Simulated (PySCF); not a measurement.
Simulated outer-valence photoelectron spectrum of `C=[CH][GeH2][Br]`. Method used: EOM-IP-CCSD/aug-cc-pVDZ in PySCF, restricted Hartree–Fock reference, frozen core, non-relativistic, gas phase, PBE0-D3(BJ)/def2-SVP geometry.

Each root has a Gaussian of 0.4 eV full width with its one-hole share as area; cross sections and vibrations are left out, and the highest printed point is 100.

```
ionisation energy (eV)  intensity
                   9.6          0
                   9.8          4
                  10.0         38
                  10.2        100
                  10.4         96
                  10.6         72
                  10.8         49
                  11.0         11
                  11.2          1
                  11.4         10
                  11.6         45
                  11.8         52
                  12.0         19
                  12.2         29
                  12.4         59
                  12.6         49
                  12.8         58
                  13.0         40
                  13.2          7
                  13.4          0
                  13.6          0
                  13.8          0
                  14.0          2
                  14.2         23
                  14.4         57
                  14.6         34
                  14.8          5
                  15.0          0
                  15.2          0
                  15.4          5
                  15.6         33
                  15.8         56
                  16.0         24
                  16.2          3
```

Q: Where are the maxima, and how many lines lie under the curve?

A: 6 maxima, at 10.3, 11.7, 12.4, 12.8, 14.4 and 15.8 eV, from 8 lines. At this width some lines have no maximum of their own.

Q: List the lines with their holes.

A: 
```tsv
E (eV)	leading hole (HF orbital)	area	Koopmans (eV)
10.19	HOMO	0.96	10.63
10.34	HOMO-1	0.96	11.00
10.69	HOMO-2	0.96	11.10
11.72	HOMO-3	0.95	12.60
12.41	HOMO-4	0.95	13.10
12.86	HOMO-5	0.94	13.70
14.43	HOMO-6	0.94	15.82
15.78	HOMO-7	0.93	17.33
```

The widest gap, 1.57 eV, lies between 12.86 and 14.43 eV. Only orbitals with −ε under 21 eV, eight at most, were ionised, so the high end of the curve may lack lines.

Conformer computed: `[CH2:1]=[CH:2][GeH2:3][Br:4]`: C1–C2–Ge3–Br4 -114°.

One conformer stands for the species.
